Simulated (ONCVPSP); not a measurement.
**Before and after: ONCV potential for bismuth**

- Element: bismuth
- Generator: ONCVPSP 4.0.1
- Type: optimised norm-conserving Vanderbilt (ONCV)
- Functional: PBE
- Relativity: fully relativistic
- Frozen core: [Kr] 4d10 4f14
- Valence charge: 23
- Reference configuration: 5s2 5p6 5d10 6s1.5 6p3.5
- Partial waves: 5s+6s: rc 1.30 bohr, ncon 4, nbas 8, qcut 11.5 1/bohr, 2 projectors; 5p+6p: rc 1.35 bohr, ncon 4, nbas 8, qcut 10.6 1/bohr, 2 projectors; 5d: rc 1.85 bohr, ncon 3, nbas 7, qcut 9.8 1/bohr, 1 projector
- Local potential: polynomial inside 1.15 bohr (lpopt 5, dvloc0 3 Ha)
- Core correction: polynomial model core, fcfact 0.5

Open shells are filled in proportion to 2j + 1.

Change: all radii but the core radius scaled by about 1.09 (s 1.42, p 1.48, d 2.02 bohr); local potential polynomial inside 1.26 bohr (lpopt 5, dvloc0 3 Ha).

Cutoffs: the cutoffs (Ha) at which the residual kinetic energy of the hardest occupied pseudo-wave falls to 1 and 0.1 mHa per electron; they do not see the model core or the augmentation charge, which bear on the density cutoff. Errors are all-electron minus pseudo energies relative to the spin-unpolarised reference configuration.

How do hardness, ghosts and transferability respond?

The potential gets neither clearly harder nor softer (44 Ha and 51 Ha → 40 Ha and 47 Ha); the bound ghost in p disappears; of the 4 tests that both files solve, the error grows in 1 and shrinks in 3 by more than 15 % and 0.3 meV (median size 1.1 → 0.4 meV).

```csv
quantity,base,changed
"cutoff, loose",44 Ha,40 Ha
"cutoff, tight",51 Ha,47 Ha
loose cutoff by channel,"s 44 Ha, p 40 Ha, d 28 Ha","s 40 Ha, p 35 Ha, d 26 Ha"
bound ghosts,p1/2,none
GHOST(+) flags under 300 eV,none,none
"error for 5s2 5p6 5d10 6s2 6p3, meV [ΔE -4.89 eV]",+0.4,-0.1
"error for 5s2 5p6 5d10 6s2 6p2, meV [ΔE 3.17 eV]",+1.8,+0.3
"error for 5s2 5p6 5d10 6s2 6p1, meV [ΔE 18.60 eV]",+3.1,+0.5
"error for 5s2 5p6 5d9 6s2 6p4, meV [ΔE 19.02 eV]",-0.2,+12
"rms error of d²Exc/dni dnj with the model core, mHa",2.90,2.69
```

 A true bound ghost makes a file unfit for plane-wave use even where its test errors are small: the radial tests pick states by their node count and pass the ghost by.
